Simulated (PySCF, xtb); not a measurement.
CH₇ClN₂Si, SMILES NC[Si@@H](N)Cl. Other conformers were not sampled.

Harmonic wavenumbers (cm⁻¹) from GFN2-xTB run with xtb 6.7.1 at its own minimum, in rising order: 38, 112, 166, 208, 215, 279, 308, 455, 503, 649, 661, 700, 767, 805, 908, 988, 1039, 1095, 1280, 1314, 1467, 1510, 1570, 2184, 2953, 2964, 3384, 3416, 3480, 3517.

Problem. What does PBE-D3(BJ)/def2-SVP in PySCF give at its own minimum? (An estimate is asked for; the answer gives what the named calculation found.)

Solution. 94, 116, 191, 222, 258, 309, 339, 474, 522, 618, 674, 775, 796, 847, 864, 897, 1047, 1072, 1214, 1324, 1373, 1499, 1592, 2176, 2962, 3027, 3393, 3472, 3474, 3568. Paired by order, the mean absolute difference is 33 cm⁻¹ and the zero-point energies are 55.7 and 56.0 kcal/mol.
